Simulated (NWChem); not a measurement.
SiICl, singlet; SMILES Cl[Si]I

All runs: NWChem. Low-valent species are run as closed-shell singlets; no triplet was tried in these runs. The geometry was optimised at PBE0/def2-SVP. def2 effective core potentials on I; no spin-orbit coupling. Level MN15/def2-SVP: energy and gradient on several grids; changes count from the extra-fine grid, which is no exact limit either.

### Question
Which is the coarsest grid (coarse; fine; medium; xcoarse; xfine) from which on the energy stays within 100 μHa and each gradient component within 200 μHa/bohr of xfine?

### Answer
coarse.
| grid | size of the energy change (μHa) | largest change of a gradient component (μHa/bohr) |
|---|---|---|
| xcoarse | 700 | 200 |
| coarse | < 10 | < 30 |
| medium | < 10 | < 30 |
| fine | < 10 | < 30 |
| xfine | < 10 | < 30 |
